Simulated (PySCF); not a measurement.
Ta(O)(OH)3 (H3O4Ta), SMILES [O]=[Ta]([OH])([OH])[OH], multiplicity 1. Atoms are numbered in the order given.

```xyz
8

Ta     0.0000     0.0000    -0.0110
O      0.0000     0.0000    -1.7461
O      1.5756     0.9097     0.5968
H      2.3148     1.3364     0.1498
O      0.0000    -1.8194     0.5968
H      0.0000    -2.6729     0.1498
O     -1.5756     0.9097     0.5968
H     -2.3148     1.3364     0.1498
```

Coordinates come from a B3LYP-D3(BJ)/def2-SVP optimisation. The spin state was assumed, not searched. The def2 effective core potentials stand for the cores of Ta; spin–orbit coupling is left out. One conformer was computed; it need not be the lowest.

These are B3LYP/def2-TZVP (PySCF) values and carry that method's errors.

Symmetry labels are those of the subgroup Cs that the program uses (full group C3v).

Computed valence orbital energies around the gap with their symmetry:
| orbital | symmetry | energy (eV) |
|---|---|---|
| HOMO−7 | A' | -10.61 |
| HOMO−6 | A" | -10.61 |
| HOMO−5 | A" | -9.36 |
| HOMO−4 | A' | -9.36 |
| HOMO−3 | A" | -9.10 |
| HOMO−2 | A' | -9.09 |
| HOMO−1 | A' | -8.92 |
| HOMO | A" | -8.92 |
| LUMO | A' | -0.63 |
| LUMO+1 | A' | -0.39 |
| LUMO+2 | A" | -0.39 |
| LUMO+3 | A' | 0.30 |
